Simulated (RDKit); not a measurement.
Input for RDKit: UFF on BH3 (SMILES B).

```python
from rdkit import Chem
from rdkit.Chem import AllChem, rdDetermineBonds

blocks = [
'''4

B     0.00004685    0.00000566    0.00002423
H     1.18947942   -0.00983460   -0.00966042
H    -0.58632188    1.03492433   -0.00135392
H    -0.60320439   -1.02509538    0.01109011
''',
]
mol = None
for b in blocks:
    f = Chem.MolFromXYZBlock(b)
    rdDetermineBonds.DetermineBonds(f, charge=0)
    mol = f if mol is None else Chem.CombineMols(mol, f)
Chem.SanitizeMol(mol)
print(Chem.MolToSmiles(Chem.RemoveHs(mol)))
ff = AllChem.UFFGetMoleculeForceField(mol, vdwThresh=100.0, ignoreInterfragInteractions=False)
e = ff.CalcEnergy()
print(f'UFF energy {e:.6f} kcal/mol')
```

Program output:

```
B
UFF energy 0.053035 kcal/mol
```

The run finished.

Cost: about 0.020 core-seconds (a rough figure).
